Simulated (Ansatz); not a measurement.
Calculated with Ansatz (gas phase, PBE0-D4/def2-TZVP geometries, no zero-point term in ΔE). CBS: MP2 limit from def2 TZ/QZ plus the TZ coupled-cluster correction, frozen cores. DFT in def2-TZVPP. One conformer a species, not always the lowest.

Reaction (formal exchange of groups at the Si–O bond): `CO[SiH2]C` + `[CH3][Al]1[CH2][SiH2]1` → `C[SiH2][Al]1[CH2][SiH2]1` + `COC`

(1) Is it downhill or uphill in electronic energy at CCSD(T)/CBS, and by how much? (An estimate is asked.)

(2) What do these levels give: B2PLYP, MP2/def2-TZVPP, CCSD/def2-TZVPP, CCSD(T)/def2-TZVPP, HF/def2-QZVPP, HF/CBS(def2)? (Best estimate.)

Largest T1 diagnostic among the species: 0.013.

Answers

(1) The calculation gave: Uphill: ΔE = +40.0 kcal/mol.

(2) Computed: B2PLYP 40.0, MP2/def2-TZVPP 42.2, CCSD/def2-TZVPP 39.3, CCSD(T)/def2-TZVPP 38.7, HF/def2-QZVPP 41.4, HF/CBS(def2) 41.4 kcal/mol.

From PBE to PBE0 (25 % exact exchange), in def2-TZVPP and without D4, ΔE moves by +1.8 kcal/mol.
